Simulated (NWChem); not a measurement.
# C$_{5}$H$_{3}$N; SMILES C#C/C=C/C#N

Program: NWChem. Medium grid unless said otherwise, to which SCAN and Minnesota functionals are sensitive. Geometry: optimised at PBE-D3(BJ)/def2-SVP. B3LYP is NWChem's, with the RPA form of VWN correlation.

**Question.** Order these by “orbital gap (eV)”, lowest first: LC-wPBE (HJS exchange hole, range parameter 0.4 per bohr)/def2-SVP; CAM-B3LYP/def2-SVP; OLYP/def2-SVP; r2SCAN0/def2-SVP.

**Answer.** OLYP/def2-SVP (3.35), r2SCAN0/def2-SVP (5.34), CAM-B3LYP/def2-SVP (7.46), LC-wPBE (HJS exchange hole, range parameter 0.4 per bohr)/def2-SVP (9.81)
